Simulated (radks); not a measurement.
Problem. Neutral tin, configuration [Kr] 4d10 5s2 5p2. Calculated with a radial shooting solver on a logarithmic mesh with Libxc functionals: scalar-relativistic Kohn-Sham, LDA (Slater exchange, Perdew-Wang correlation), spin-polarised, spherical densities, finite nucleus; open shells are filled with parallel spins first (spin-orbit coupling, left out, can overturn this in heavy ions); Fermi nuclear charge, rms radius 4.6519 fm; hard spherical wall at 5 bohr. Some entries of the table are withheld. Estimate them.

orbital  occ.  eigenvalue (hartree)  <r> (bohr)
1s up       1             -1064.807     0.02908
1s down     1             -1064.805     0.02908
2s up       1             -160.6796      0.1256
2s down     1             -160.6789      0.1256
2p up       3             -144.3253      0.1096
2p down     3             -144.3240      0.1096
3s up       1             -30.88922      0.3400
3s down     1             -30.88767      0.3400
3p up       3             -25.54346      0.3382
3p down     3             -25.54177      0.3381
3d up       5             -17.28618      0.3148
3d down     5             -17.28463      0.3148
4s up       1              -4.79298      0.8186
4s down     1              -4.78967      0.8184
4p up       3              -3.17355      0.8866
4p down     3              -3.16967      0.8859
4d up       5              -0.83951       1.110
4d down     5              -0.83052       1.102
5s up       1              -0.31943       2.289
5s down     1              -0.27403       2.277
5p up       2                   (1)         (2)
5p down     0                   (3)         (4)
5d up       0               0.36694       3.017
5d down     0               0.41334       3.032
6s up       0               0.56023       3.041
6s down     0               0.59415       3.053
4f up       0               0.61454       3.016
4f down     0               0.66068       3.019

Solution. 
(1) 5p up eigenvalue (hartree): -0.03469
(2) 5p up <r> (bohr): 2.612
(3) 5p down eigenvalue (hartree): 0.01419
(4) 5p down <r> (bohr): 2.610
